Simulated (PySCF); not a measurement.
Simulated Si 2p region for B(SiH3)3, `[SiH3]B([SiH3])[SiH3]`, binding energy against the vacuum level.

Every computed line was given a Gaussian of 0.4 eV full width at half maximum and an area set by the number of equivalent atoms (split 2:1 within a doublet); the highest printed point is 100. Theory: delta-SCF UKS SCAN, pcX-2 on the ionised atom, pcseg-1 elsewhere, spin-free X2C (PySCF).

(binding energy (eV), intensity): (105.8, 0), (105.9, 2), (106.0, 8), (106.1, 25), (106.2, 56), (106.3, 89), (106.4, 100), (106.5, 80), (106.6, 47), (106.7, 27), (106.8, 29), (106.9, 42), (107.0, 50), (107.1, 43), (107.2, 26), (107.3, 11), (107.4, 3), (107.5, 1), (107.6, 0)

Task: How many maxima does the curve show, and how many computed lines lie under it?

Result: The curve has 2 maxima (at 106.4 and 107.0 eV). Under it lie 2 lines from 1 inequivalent silicon site, drawn as a 2p3/2, 2p1/2 pair.

Task: Decompose the envelope and assign each component. Bonds: B1–Si2, B1–Si6, B1–Si10. Hydrogens: H3, H4, H5 on Si2; H7, H8, H9 on Si6; H11, H12, H13 on Si10.

Result: 
| position (eV) | relative area | line | atoms | environment |
| --- | --- | --- | --- | --- |
| 106.38 | 2.00 | Si 2p3/2 | Si2/Si6/Si10 | silicon bonded to B and 3 H |
| 107.01 | 1.00 | Si 2p1/2 | Si2/Si6/Si10 | silicon bonded to B and 3 H |

The curve has no shake-up lines and no vibrational structure. Topologically equivalent atoms share the value of their first member; where this conformer doesn't relate them by symmetry, their own values could differ. Spin–orbit and ligand-field terms were added within each 2p shell after the spin-free SCF. 2p1/2 minus 2p3/2 (ligand field included): Si 0.62 eV. Isolated species at its PBE0-D3(BJ)/def2-SVP geometry, gas phase.

The run took 16 s on one thread, Arm Neoverse V2 (aarch64), shared host, and the process peaked at 0.45 GiB of memory.
